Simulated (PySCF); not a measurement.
Low-lying terms of Al⁺ (aluminium, charge +1)

Ground state [Ne] 3s2, ¹S. All numbers are calculated (PySCF 2.14, scalar relativity by spin-free X2C-1e, in aug-cc-pVTZ-DK with one added diffuse shell each of s, p, d, f type (7s6p4d3f, 66 functions)). Vertical excitation energies in eV without spin-orbit coupling; excited terms of each kind are numbered among those the solver found. Frozen: [He] 2s2.

| term | leading excitation | EOM-EE-CCSD | measured centre of gravity (NIST) |
| --- | --- | --- | --- |
| 1 3P° | 3s → p | 4.603 | 4.651 (3s3p) |
| 1 1P° | 3s → p | 7.484 | 7.421 (3s3p) |
| 1 3S | 3s → s | 11.237 | 11.317 (3s4s) |
| 1 1S | 3s → s | 11.748 | 11.822 (3s4s) |
| 1 3D | 3s → d | 11.831 | 11.847 (3s3d) |
| 2 3P° | 3s → p | 13.095 | n/a |
| 2 1P° | 3s → p | 13.307 | n/a |
| 1 1D | 3s → d | 13.655 | n/a |
| 2 3S | 3s → s | 14.820 | n/a |
| 2 1S | 3s → s | 14.972 | n/a |
| 2 3D | 3s → d | 15.026 | n/a |
| 1 3F° | 3s → f | 15.263 | 15.302 (3s4f) |
| 1 1F° | 3s → f | 15.272 | 15.308 (3s4f) |
| 2 1D | 3s → d | 15.442 | n/a |

Doubly excited terms such as np² are absent. The solver can miss terms. Rydberg members are limited by the diffuse functions of the basis.
